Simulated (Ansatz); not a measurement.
System: CF$_{3}$, charge 1, multiplicity 1. 
Geometry from a B3LYP-D3(BJ)/def2-TZVP (Ansatz, a first-principles code) optimisation:
```xyz
4

F     -0.5925     1.0837     0.0403
C      0.0000     0.0000     0.0000
F     -0.6429    -1.0542    -0.0471
F      1.2353    -0.0294     0.0068
```
Charge +1, spin multiplicity 1.

Basis-set convergence of Hartree-Fock and CCSD correlation energies (hartree) with Ansatz. Correlated levels leave the core frozen unless marked. Spin-orbit coupling is left out. Non-relativistic.

```
basis        functions       E(HF)  E(corr, CCSD)
-----------  ---------  ----------  -------------
aug-cc-pVDZ         92  -335.84306       -0.71939
aug-cc-pVTZ        184         ___            ___
```

Task: Fill in the missing entries.

Result: 
- aug-cc-pVTZ, E(HF): -335.94659
- aug-cc-pVTZ, E(corr, CCSD): -0.89224
